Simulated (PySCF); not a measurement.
Correlation energy of Cl²⁺ (chlorine, charge +2)

[Ne] 3s2 3p3, high-spin 4S determinant. Calculation: PySCF 2.14, in aug-cc-pV(T+d)Z with one added diffuse shell each of s, p, d, f type (7s6p5d3f, 71 functions); no relativity, point nucleus. Frozen: [Ne]; 5 electrons correlated.

```csv
level,correlation energy (mhartree)
CCSD,-117.72
(T),-3.41
CCSD(T),-121.13
```

Diagnostics: T1 = 0.0030, D1 = 0.0078, largest double amplitude 0.053.

Cost of the coupled-cluster step: roughly 10 core-seconds, for 5 correlated electrons.

Iterations:

```
CC2 = 0
CCSD nocc = (np.int64(4), np.int64(1)), nmo = (66, 66)
frozen orbitals [[0, 1, 2, 3, 4], [0, 1, 2, 3, 4]]
max_cycle = 100
direct = 0
conv_tol = 1e-08
conv_tol_normt = 1e-06
diis_space = 8
diis_start_cycle = 0
Init t2, MP2 energy = -0.0968610259183424
Init E_corr(UCCSD) = -0.0968610259312529
cycle = 1  E_corr(UCCSD) = -0.113042499994203  dE = -0.0161814741  norm(t1,t2) = 0.0383679
cycle = 2  E_corr(UCCSD) = -0.116401964196915  dE = -0.0033594642  norm(t1,t2) = 0.0109592
cycle = 3  E_corr(UCCSD) = -0.117738804292389  dE = -0.0013368401  norm(t1,t2) = 0.00386737
cycle = 4  E_corr(UCCSD) = -0.117716830377636  dE = 2.19739148e-05  norm(t1,t2) = 0.000486513
cycle = 5  E_corr(UCCSD) = -0.11771626226065  dE = 5.68116987e-07  norm(t1,t2) = 3.61598e-05
cycle = 6  E_corr(UCCSD) = -0.117715943993083  dE = 3.18267567e-07  norm(t1,t2) = 3.41026e-06
cycle = 7  E_corr(UCCSD) = -0.117716040617843  dE = -9.66247604e-08  norm(t1,t2) = 5.2939e-07
cycle = 8  E_corr(UCCSD) = -0.117716020653448  dE = 1.99643953e-08  norm(t1,t2) = 1.00146e-07
cycle = 9  E_corr(UCCSD) = -0.11771602015976  dE = 4.93688271e-10  norm(t1,t2) = 2.15971e-08
UCCSD converged
E(UCCSD) = -458.340898618065  E_corr = -0.1177160201597599
UCCSD(T) correction = -0.00341030286431537
```
